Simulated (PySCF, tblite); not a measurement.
Compound: C4H11Cl2FSi2.
Structure used (GFN2-xTB), in Å, numbered top down from 1:
```
atom  x, y, z in Å
F1     1.6192    2.0865    0.1139
C2     1.9111    0.9771   -0.6477
C3     1.2427   -0.2657   -0.0768
C4    -0.2864   -0.2122    0.0461
Si5   -0.8438   -1.9051    0.7702
Si6   -0.8571    1.2216    1.2058
C7    -0.9107    0.0341   -1.2980
Cl8   -2.6744    0.1411   -1.1620
Cl9   -0.5248   -1.2480   -2.4937
H10    3.0007    0.8686   -0.6341
H11    1.5831    1.1990   -1.6673
H12    1.5406   -1.1010   -0.7168
H13    1.6567   -0.4429    0.9178
H14   -0.2342   -1.9974    2.0977
H15   -0.3274   -2.9856   -0.0681
H16   -2.2949   -1.9763    0.8772
H17   -2.1540    0.8602    1.7783
H18    0.1314    1.3281    2.2730
H19   -0.9901    2.4586    0.4436
H20   -0.5929    0.9701   -1.7624
```

Jobs on this species (20 atoms, 106 electrons) with PySCF (density fitting) and tblite. Hardware of each: an Arm Neoverse N1 with one thread, no GPU (shared host). Times come from a shared host and carry two figures at best.

Problem. Rank these jobs by wall time, shortest first.
A. GFN2-xTB; L-BFGS relaxation
B. PBE0/pcSseg-1; shieldings, charges and field gradients; 236 basis functions
C. GFN2-xTB; Hessian by finite differences

Solution. A (1.0 s), C (2.1 s), B (97 s).

All jobs:

```tsv
level and settings	work	basis functions	SCF cycles	wall time
GFN2-xTB	L-BFGS relaxation	–	–	1.0 s
GFN2-xTB	Hessian by finite differences	–	–	2.1 s
PBE0/pcSseg-1	shieldings, charges and field gradients	236	14	97 s
```

Problem. What do all jobs in the table cost together?

Solution. About 1.7 min; the longest takes about 97 % of that, and about 97 times as long as the shortest.
